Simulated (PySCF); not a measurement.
C3H8Si.

```xyz
12

C      1.3351    -0.1831     0.0000
C      0.3986     0.1530    -1.2047
Si    -1.0615    -0.0565     0.0000
C      0.3986     0.1530     1.2047
H      2.2971     0.3569     0.0000
H      1.5711    -1.2600     0.0000
H      0.5078     1.2057    -1.5138
H      0.5057    -0.4810    -2.0965
H     -1.6499    -1.4296     0.0000
H     -2.1781     0.9372     0.0000
H      0.5078     1.2057     1.5138
H      0.5057    -0.4810     2.0965
```

Coordinates come from a B3LYP-D3(BJ)/def2-SVP optimisation.

All values below come from PBE0/pcSseg-1 (PySCF). Non-relativistic, no solvent.

Computed absolute GIAO shielding of each atom: isotropic value and principal components (ppm):
```tsv
atom	σ(iso)	σ11	σ22	σ33	span
C1	158.4	137.0	164.3	174.0	37.1
C2	172.5	149.6	174.6	193.4	43.8
Si3	375.3	339.2	359.3	427.3	88.1
C4	172.5	149.6	174.6	193.4	43.8
H5	28.9	24.1	26.5	36.0	11.9
H6	29.0	25.5	27.7	33.8	8.3
H7	29.8	26.9	27.6	35.0	8.1
H8	30.2	26.1	27.1	37.4	11.4
H9	26.4	24.3	24.6	30.5	6.2
H10	26.4	23.4	23.9	31.8	8.4
H11	29.8	26.9	27.6	35.0	8.1
H12	30.2	26.1	27.1	37.4	11.4
```
